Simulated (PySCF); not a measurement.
# Sb: ionisation energy

Sb [Kr] 4d10 5s2 5p3 (4S) → Sb⁺ [Kr] 4d10 5s2 5p2 (3P), as a difference of total energies. Calculation: PySCF 2.14, in aug-cc-pwCVTZ-PP with ECP28MDF (8s7p6d4f1g, 96 functions); a scalar-relativistic core potential. Correlated levels: valence: 4s2 4p6 4d10 frozen; valence and next inner shell: nothing frozen outside the core potential. The calculations carry no spin-orbit coupling.

```json
{"method": "UHF", "ionisation energy (eV)": "8.571", "error (eV)": "-0.553"}
{"method": "LDA", "ionisation energy (eV)": "9.117", "error (eV)": "-0.007"}
{"method": "PBE", "ionisation energy (eV)": "8.963", "error (eV)": "-0.161"}
{"method": "PBE0", "ionisation energy (eV)": "9.037", "error (eV)": "-0.087"}
{"method": "r2SCAN", "ionisation energy (eV)": "9.164", "error (eV)": "+0.040"}
{"method": "TPSS", "ionisation energy (eV)": "8.975", "error (eV)": "-0.149"}
{"method": "PW91", "ionisation energy (eV)": "9.019", "error (eV)": "-0.105"}
{"method": "M06-L", "ionisation energy (eV)": "8.647", "error (eV)": "-0.477"}
{"method": "HSE06", "ionisation energy (eV)": "9.019", "error (eV)": "-0.105"}
{"method": "MP2 (valence)", "ionisation energy (eV)": "8.994", "error (eV)": "-0.130"}
{"method": "SCS-MP2 (valence)", "ionisation energy (eV)": "8.867", "error (eV)": "-0.257"}
{"method": "MP2 (valence and next inner shell)", "ionisation energy (eV)": "9.135", "error (eV)": "+0.011"}
{"method": "SCS-MP2 (valence and next inner shell)", "ionisation energy (eV)": "8.961", "error (eV)": "-0.163"}
```

Reference: 9.124 eV (measured; NIST levels, between the centres of gravity of the two terms).

Errors of the correlated levels include the incompleteness of this basis and the frozen core.
